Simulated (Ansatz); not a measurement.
A made-up structure of BSiNH$_{4}$S, closed shell:

B1  (-1.008, 1.701, -0.212)
Si2  (0.205, -0.156, 0.069)
N3  (1.832, -0.033, 0.804)
S4  (-0.967, -2.078, -0.712)
H5  (-2.226, 1.653, -0.760)
H6  (-0.493, 2.867, 0.179)
H7  (2.526, -0.909, 0.990)
H8  (0.131, -3.046, -0.359)
(Å)

It is relaxed with PBE-D4/def2-SVP and then PBE0-D4/def2-TZVP (Ansatz 0.2.0). Atoms count as bonded within 1.22 times the sum of their covalent radii (H–H: 0.88 Å). The end point is not checked to be a true minimum.

Question: Does its bonding change? (A judgement: the text doesn't fix the answer.)

Answer: The calculation gives: No: no bond forms or breaks.

Where it ends: The first stage lowers the energy by 1.60 eV in 7 steps. It ends as BSiNH₄S ([BH2][Si]([NH])[SH]):
B1  (-0.901, 1.519, -0.189)
Si2  (0.183, -0.140, 0.063)
N3  (1.638, -0.029, 0.713)
S4  (-0.865, -1.855, -0.630)
H5  (-1.976, 1.480, -0.704)
H6  (-0.452, 2.556, 0.185)
H7  (2.261, -0.810, 0.871)
H8  (0.111, -2.721, -0.309)
(Å)

Labels in which every atom is bracketed show which atoms are joined, not bond orders.

For scale, one of the runs: PBE0-D4/def2-TZVP relaxation, 160 basis functions, launched by `ansatz run in.yaml --threads 2 --pin off --events-out ev --progress --plain --max-ram 4352MiB`. The run took about 39 s on 2 CPU threads of an Arm Neoverse V2 (shared host).
